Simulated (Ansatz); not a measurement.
Geometry optimisation, RHF/def2-SVP in Ansatz 0.2.0.

input.yaml

```yaml
crystal:
  periodic: [false, false, false]
  atoms:
    - { symbol: C, position_ang: [-0.3997, -0.5021, 1.791] }
    - { symbol: Al, position_ang: [1.3476, -0.4729, 0.9177] }
    - { symbol: P, position_ang: [1.6283, -1.2253, -1.2867] }
    - { symbol: S, position_ang: [-0.2999, -1.8763, -1.5574] }
    - { symbol: In, position_ang: [1.0639, 1.2952, -2.5304] }
    - { symbol: Al, position_ang: [-1.5321, 2.2471, -1.0219] }
    - { symbol: H, position_ang: [-0.3824, -1.0475, 2.72] }
    - { symbol: H, position_ang: [-0.6926, 0.6057, 2.0104] }
    - { symbol: H, position_ang: [-1.2019, -0.8785, 1.1417] }
    - { symbol: H, position_ang: [2.5799, 0.2036, 1.7121] }
    - { symbol: H, position_ang: [-0.1906, -3.0136, -0.7122] }
    - { symbol: H, position_ang: [0.6749, 1.2236, -2.1767] }
    - { symbol: H, position_ang: [-0.66, 3.53372, -1.05745] }
    - { symbol: H, position_ang: [-2.54229, 1.92621, -2.23608] }
basis:
  gaussian: { orbitals: def2-SVP }
hamiltonian:
  xc: hf
relax:
  f_tol: 0.015
  max_steps: 40
```

Command:

```bash
$ ansatz run input.yaml --threads 2 --pin off --max-ram 3072MiB --backend cpu --events-out ev --progress --plain --runs-dir out
```

Problem. Where does it end, and by what steps?

Solution. It did not converge within its limit. After 39 steps the energy has fallen by 109.374 eV; H13 moved furthest, 2.55 Å. The start is strongly strained (largest force component 428 eV/Å), so its close contacts needn't be bonds. Parted: In5–Al6, In5–H12. Joined: S4–Al6, Al6–H12.

| step | energy less start (eV) | largest force component (eV/Å) | accepted |
| --- | --- | --- | --- |
| 0 | 0.0000 | 428.213 | yes |
| 2 | -95.6712 | 37.321 | yes |
| 4 | -105.9772 | 6.289 | yes |
| 6 | -107.4747 | 2.963 | yes |
| 8 | -108.5191 | 1.018 | yes |
| 10 | -108.8348 | 0.316 | yes |
| 12 | -108.9498 | 0.364 | yes |
| 14 | -109.0044 | 0.127 | yes |
| 16 | -109.0085 | 0.347 | no |
| 18 | -109.0128 | 0.244 | no |
| 20 | -109.0247 | 0.040 | yes |
| 22 | -109.0315 | 0.082 | yes |
| 24 | -109.0364 | 0.189 | yes |
| 26 | -109.0506 | 0.145 | yes |
| 28 | -109.0397 | 0.342 | no |
| 30 | -109.0694 | 0.158 | yes |
| 32 | -109.1030 | 0.196 | yes |
| 34 | -109.1869 | 0.338 | yes |
| 36 | -109.3074 | 0.446 | yes |
| 38 | -109.3485 | 0.677 | yes |
| 39 | -109.3739 | 0.799 | yes |

```xyz
14
Properties=species:S:1:pos:R:3
C -0.201 -0.046 2.139
Al 1.415 -0.469 1.111
P 1.447 -1.446 -0.997
S -0.453 -0.863 -1.951
In 2.606 0.113 -2.944
Al -1.348 1.505 -1.689
H -0.121 -0.459 3.150
H -0.332 1.036 2.248
H -1.112 -0.438 1.682
H 2.870 -0.281 1.712
H -1.279 -1.912 -1.684
H 0.189 2.003 -1.668
H -2.163 1.610 -0.329
H -2.126 1.665 -3.066
```

Run time: 3.4 min on 2 threads of Arm Neoverse V1, with other jobs on the host, peak memory 0.52 GiB.
